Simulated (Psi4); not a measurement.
Cl6Si2, charge -1, doublet, geometry from GFN2-xTB (a state made from the parent by changing its charge; the spin is typed, not shown lowest) (a gas-phase anion, which may not be bound at this level); MP2/def2-SV(P) in Psi4 1.11.

Input for Psi4:
```
memory 2 GB

molecule mol {
-1 2
  Cl    2.098559   -0.244712   -1.479515
  Si    1.101280    0.216462    0.300908
  Cl    2.631995    1.524427    1.120742
  Cl    1.515493   -1.437916    1.512771
  Si   -1.101280   -0.216462   -0.300908
  Cl   -1.515493    1.437916   -1.512771
  Cl   -2.631995   -1.524427   -1.120742
  Cl   -2.098559    0.244712    1.479515
}

set basis def2-sv(p)
set reference uhf
set freeze_core true

energy('mp2')
print_variables()
```

Q: What does Psi4 print? Leave out banner, timings and long lists.

A: 
```
    SCF Algorithm Type (re)set to DF.

   => Loading Basis Set <=

    Name: DEF2-SV(P)
    Role: ORBITAL
    Keyword: BASIS

         ---------------------------------------------------------
                                   SCF
               by Justin Turney, Rob Parrish, Andy Simmonett
                          and Daniel G. A. Smith
                              UHF Reference
         ---------------------------------------------------------

  ==> Geometry <==

    Molecular point group: ci
    Full point group: Ci

    Geometry (in Angstrom), charge = -1, multiplicity = 2:

       Center              X                  Y                   Z               Mass
    ------------   -----------------  -----------------  -----------------  -----------------
         CL           2.098559000000    -0.244712000000    -1.479515000000    34.968852682000
         SI           1.101280000000     0.216462000000     0.300908000000    27.976926534650
         CL           2.631995000000     1.524427000000     1.120742000000    34.968852682000
         CL           1.515493000000    -1.437916000000     1.512771000000    34.968852682000
         SI          -1.101280000000    -0.216462000000    -0.300908000000    27.976926534650
         CL          -1.515493000000     1.437916000000    -1.512771000000    34.968852682000
         CL          -2.631995000000    -1.524427000000    -1.120742000000    34.968852682000
         CL          -2.098559000000     0.244712000000     1.479515000000    34.968852682000

  Running in ci symmetry.

  Rotational constants: A =      0.02540  B =      0.01234  C =      0.01161 [cm^-1]
  Rotational constants: A =    761.60122  B =    369.91745  C =    348.01511 [MHz]
  Nuclear repulsion = 1176.117915004978613

  Charge       = -1
  Multiplicity = 2
  Electrons    = 131
  Nalpha       = 66
  Nbeta        = 65

  ==> Algorithm <==

  SCF Algorithm Type is DF.
  DIIS enabled.
  MOM disabled.
  Fractional occupation disabled.
  Guess Type is SAD.
  Energy threshold   = 1.00e-08
  Density threshold  = 1.00e-08
  Integral threshold = 1.00e-12

  ==> Primary Basis <==

  Basis Set: DEF2-SV(P)
    Blend: DEF2-SV(P)
    Number of shells: 64
    Number of basis functions: 144
    Number of Cartesian functions: 152
    Spherical Harmonics?: true
    Max angular momentum: 2

   => Loading Basis Set <=

    Name: (DEF2-SV(P) AUX)
    Role: JKFIT
    Keyword: DF_BASIS_SCF

  ==> Integral Setup <==

  SCF_SUBTYPE=INCORE selected. In-core MEM_DF algorithm will be used.
  Using in-core AOs.

  ==> MemDFJK: Density-Fitted J/K Matrices <==

    J tasked:                   Yes
    K tasked:                   Yes
    wK tasked:                   No
    Algorithm:                 Core
    Schwarz Cutoff:           1E-12
    Mask sparsity (%):      15.3646
    Fitting Condition:        1E-10

   => Auxiliary Basis Set <=

  Basis Set: (DEF2-SV(P) AUX)
    Blend: DEF2-UNIVERSAL-JKFIT
    Number of shells: 304
    Number of basis functions: 1024
    Number of Cartesian functions: 1240
    Spherical Harmonics?: true
    Max angular momentum: 4

  Minimum eigenvalue in the overlap matrix is 7.5177594433E-03.
  Reciprocal condition number of the overlap matrix is 1.8008379993E-03.
    Using symmetric orthogonalization.

  ==> Pre-Iterations <==

  SCF Guess: Superposition of Atomic Densities via on-the-fly atomic UHF (no occupation information).

   -------------------------
    Irrep   Nso     Nmo
   -------------------------
     Ag        72      72
     Au        72      72
   -------------------------
    Total     144     144
   -------------------------

  ==> Iterations <==

                           Total Energy        Delta E     RMS |[F,P]|

   @DF-UHF iter SAD: -3333.67986596571245   -3.33368e+03   0.00000e+00
   @DF-UHF iter   1: -3334.06300673352143   -3.83141e-01   3.16089e-03 ADIIS/DIIS
   @DF-UHF iter   2: -3334.11834360235844   -5.53369e-02   1.45602e-03 ADIIS/DIIS
   @DF-UHF iter   3: -3334.13208183006736   -1.37382e-02   3.73234e-04 ADIIS/DIIS
   @DF-UHF iter   4: -3334.13388862327065   -1.80679e-03   1.32563e-04 ADIIS/DIIS
   @DF-UHF iter   5: -3334.13423066939777   -3.42046e-04   4.41278e-05 DIIS
   @DF-UHF iter   6: -3334.13428174960291   -5.10802e-05   1.21253e-05 DIIS
   @DF-UHF iter   7: -3334.13428558295618   -3.83335e-06   3.41153e-06 DIIS
   @DF-UHF iter   8: -3334.13428583845416   -2.55498e-07   1.17399e-06 DIIS
   @DF-UHF iter   9: -3334.13428586775808   -2.93039e-08   4.68807e-07 DIIS
   @DF-UHF iter  10: -3334.13428587353292   -5.77484e-09   1.84525e-07 DIIS
   @DF-UHF iter  11: -3334.13428587452063   -9.87711e-10   5.25193e-08 DIIS
   @DF-UHF iter  12: -3334.13428587459430   -7.36691e-11   1.22750e-08 DIIS
   @DF-UHF iter  13: -3334.13428587459748   -3.18323e-12   4.83036e-09 DIIS
  Energy and wave function converged.

  ==> Post-Iterations <==

   @Spin Contamination Metric:   3.613724646E-02
   @S^2 Expected:                7.500000000E-01
   @S^2 Observed:                7.861372465E-01
   @S   Expected:                5.000000000E-01
   @S   Observed:                5.000000000E-01

    Orbital Energies [Eh]
    ---------------------

    Alpha Occupied:

[...]
    Alpha Virtual:

[...]
    Beta Occupied:

[...]
    Beta Virtual:

[...]
      72Ag     1.909731

    Final Occupation by Irrep:
             Ag    Au
    DOCC [    33,   32 ]
    SOCC [     0,    1 ]
    NA   [    33,   33 ]
    NB   [    33,   32 ]

  @DF-UHF Final Energy: -3334.13428587459748

   => Energetics <=

    Nuclear Repulsion Energy =           1176.1179150049786131
    One-Electron Energy =               -6981.6556553830996563
    Two-Electron Energy =                2471.4034545035237898
    Total Energy =                      -3334.1342858745974809

  UHF NO Occupations:
  HONO-2 :   32 Au 1.9990788
  HONO-1 :   33 Ag 1.9838128
  HONO-0 :   33 Au 1.0000000
  LUNO+0 :   34 Ag 0.0161872
  LUNO+1 :   34 Au 0.0009212
  LUNO+2 :   35 Ag 0.0006061
  LUNO+3 :   35 Au 0.0002023

Computation Completed

Properties will be evaluated at   0.000000,   0.000000,   0.000000 [a0]

Properties computed using the SCF density matrix

 Multipole Moments:

 ------------------------------------------------------------------------------------
     Multipole            Electronic (a.u.)      Nuclear  (a.u.)        Total (a.u.)
 ------------------------------------------------------------------------------------

 L = 1.  Multiply by 2.5417464519 to convert [e a0] to [Debye]
 Dipole X            :          0.0000000            0.0000000            0.0000000
 Dipole Y            :          0.0000000           -0.0000000           -0.0000000
 Dipole Z            :          0.0000000            0.0000000            0.0000000
 Magnitude           :                                                    0.0000000

 ------------------------------------------------------------------------------------

  //>>>>>>>>>>>>>>>>>>>>>>>>>>>>>>>>>>>//
  //               DFMP2               //
  //<<<<<<<<<<<<<<<<<<<<<<<<<<<<<<<<<<<//

   => Loading Basis Set <=

    Name: (DEF2-SV(P) AUX)
    Role: RIFIT
    Keyword: DF_BASIS_MP2

	 --------------------------------------------------------
	                          DF-MP2
	      2nd-Order Density-Fitted Moller-Plesset Theory

	        Rob Parrish, Justin Turney, Andy Simmonett,
	           Ed Hohenstein, and C. David Sherrill
	 --------------------------------------------------------

	 --------------------------------------------------------
	                 NBF =   144, NAUX =   496
	 --------------------------------------------------------
	   CLASS    FOCC     OCC    AOCC    AVIR     VIR    FVIR
	   ALPHA      40      66      26      78      78       0
	    BETA      40      65      25      79      79       0
	 --------------------------------------------------------

	-----------------------------------------------------------
	 ==================> DF-MP2 Energies <====================
	-----------------------------------------------------------
	 Reference Energy          =   -3334.1342858745974809 [Eh]
	 Singles Energy            =      -0.0000000000000000 [Eh]
	 Same-Spin Energy          =      -0.2670714513891534 [Eh]
	 Opposite-Spin Energy      =      -0.6986891009866328 [Eh]
	 Correlation Energy        =      -0.9657605523757863 [Eh]
	 Total Energy              =   -3335.1000464269732220 [Eh]
	-----------------------------------------------------------
	 ================> DF-SCS-MP2 Energies <==================
	-----------------------------------------------------------
	 SCS Same-Spin Scale       =       0.3333333333333333 [-]
	 SCS Opposite-Spin Scale   =       1.2000000000000000 [-]
	 SCS Same-Spin Energy      =      -0.0890238171297178 [Eh]
	 SCS Opposite-Spin Energy  =      -0.8384269211839593 [Eh]
	 SCS Correlation Energy    =      -0.9274507383136772 [Eh]
	 SCS Total Energy          =   -3335.0617366129113179 [Eh]
	-----------------------------------------------------------

  Variable Map:
  ----------------------------------------------------------------------------
[...]
  Array Variable Map:
  ----------------------------------------------------------------------------
[...]
[...]
```
